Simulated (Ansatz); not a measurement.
`[CH3][InH2]`, charge 0, multiplicity 1.

(1) Give a relaxed structure at PBE0-D4/def2-TZVP (Ansatz). (An estimate is asked.)

Answers

(1) Ansatz gave: 
```xyz
7

C    -0.9995   -0.0298   -0.1379
In    1.1355    0.0328    0.1346
H    -1.2792   -0.6903   -0.9585
H    -1.4666   -0.4019    0.7779
H    -1.3935    0.9701   -0.3268
H     2.1498   -1.1996   -0.5337
H     1.8535    1.3188    1.0443
```
